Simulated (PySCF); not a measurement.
**Badger's rule along the third period: bonds to Ce**

PBE0 in PySCF with x2c-SVPall on every atom, spin-free X2C, for the lowest determinant that a PBE0 search found; no spin–orbit coupling. Badger's rule says that Re = d + c·k^(−1/3) for bonds between atoms of fixed rows.

```
molecule  state (unpaired electrons)  Re (Å)  k (mdyn/Å)
     CeS  triplet (f population 1.2)   2.319        3.51
     CeP  doublet (f population 1.2)   2.328           ?
    CeCl  quartet (f population 1.1)   2.506           ?
    CeSi  quintet (f population 1.1)   2.540        1.81
```

Question: Fix c and d from CeS and CeSi.

Answer: c = (2.54 − 2.319)/(1.81^(−1/3) − 3.51^(−1/3)) = 1.360, d = 2.319 − c·3.51^(−1/3) = 1.424 Å.

Question: Predict k of the others and set the computed values beside them.

Answer: 

```json
{"molecule": "CeP", "k by the rule": "3.41", "k computed": "3.22", "difference (%)": "6"}
{"molecule": "CeCl", "k by the rule": "1.99", "k computed": "1.84", "difference (%)": "8"}
```

The rule misses by 7 % on average, well for two fitted constants.

Spin–orbit coupling is left out. The state is the lowest single determinant that the PBE0 search found; with open d or f shells the true ground state can be another one.
